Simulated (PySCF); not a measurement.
## Computed properties of C2H4BFO2, SMILES CC(=O)OBF

B(F)(H)(OAc) (C2H4BFO2), SMILES CC(=O)OBF. The structure is a stationary point at B3LYP-D3(BJ)/def2-SVP. The structure was generated by enumeration, and PubChem lists no compound with its InChIKey, so it may never have been made. Other conformers were not sampled. All values are computed for the isolated molecule unless a solvent is named; none is compared with measurement here.

**Structure.** All 24 harmonic modes at B3LYP-D3(BJ)/def2-SVP (PySCF) are real, so it is a minimum. With heavy atoms numbered as in [BH:1]([F:2])[O:4][C:5]([CH3:6])=[O:7], the shortest bond between them is C5–O7 at 1.195 Å and the longest C5–C6 at 1.503 Å.

**Vibrations.** The strongest infrared lines (harmonic, unscaled, degenerate partners summed) lie at 1250 cm⁻¹ (603 km/mol, C 39 %, O 33 %, H 17 %, B 9 %), 1419 cm⁻¹ (415 km/mol, B 68 %, F 12 %, O 9 %), 1892 cm⁻¹ (273 km/mol, C 62 %, O 36 %). The softest mode is at 49 cm⁻¹ and the zero-point energy is 42.3 kcal/mol.

**Electronic structure.** B3LYP/def2-TZVP (PySCF) places the frontier levels at -8.20 and -1.12 eV, a gap of 7.08 eV, and gives a dipole moment of 2.86 D and a mean polarisability of 43.8 bohr³. PBE/def2-TZVP (PySCF) at the same geometry gives -6.78 and -1.95 eV, so its gap is 2.25 eV narrower. An orbital gap is neither the optical nor the fundamental gap.

**Excitations.** TDDFT-M06-2X/def2-SVPD (PySCF) has S1 at 5.28 eV (235 nm, f = 0.001, dark); the most intense of the 10 singlets computed lies at 9.63 eV (f = 0.10). T1 (TDA) is at 4.89 eV. TDDFT-PBE/def2-SVPD (PySCF) puts S1 at 4.95 eV. No vertical singlet excitation falls in the visible range (under 3.1 eV).

**NMR.** GIAO shifts at PBE0/pcSseg-1 (PySCF) (non-relativistic, atoms alike by connectivity averaged): ¹³C from 26.0 to 173.7 ppm against TMS; ¹H from 2.4 to 4.6 ppm against TMS; ¹⁹F at -68.1 ppm against CFCl3; ¹¹B at 12.3 ppm against BF3.
